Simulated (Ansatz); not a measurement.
`C[Se]C`, charge 0, multiplicity 1.

Task: Give a relaxed structure at PBE0-D4/def2-TZVP (Ansatz). (Estimate.)

Result: Computed: 
Z-matrix (Å, degrees):
```
C
Se 1 1.940
H 1 1.089 2 107.0
H 1 1.090 2 110.4 3 118.9
H 1 1.090 2 110.4 3 -118.8
C 2 1.940 1 96.9 3 -179.9
H 6 1.090 2 110.4 1 -61.2
H 6 1.090 2 110.4 1 61.1
H 6 1.089 2 107.0 1 180.0
```
Point group C2v.
This is one stationary point; other conformers may exist.
